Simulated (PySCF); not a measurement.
**From a computed spectrum to the compound**

A species of 3 atoms with charge 1 has these harmonic modes (PBE0, small Gaussian bases with core potentials, PySCF 2.14.0):

```csv
cm⁻¹,km/mol,symmetry
38,1.7,a1
203,11.5,a1
217,51.7,b2
```

Which species is it, and in which structure?

[EuI2]+ (singlet in the valence; each metal's 4f electrons, 6 of them, lie in its core potential, out of spins and levels):
```xyz
3

Eu    0.0000    0.0000   -1.0210
I     2.2253    0.0000    0.6152
I    -2.2253    0.0000    0.6152
```
Ideal gas at 298.15 K and 1 bar: S = 365.5 J/(mol K), Cp = 56.8 J/(mol K), H − H(0 K) = 15.0 kJ/mol (rigid rotor, harmonic modes, spin degeneracy alone, that of the 4f electrons in the core included; the modes under 60 cm⁻¹ make these uncertain). An lcecp potential fixes the number of 4f electrons, so in runs with it no electron can move into or out of that shell.
 This is one of several that fit.
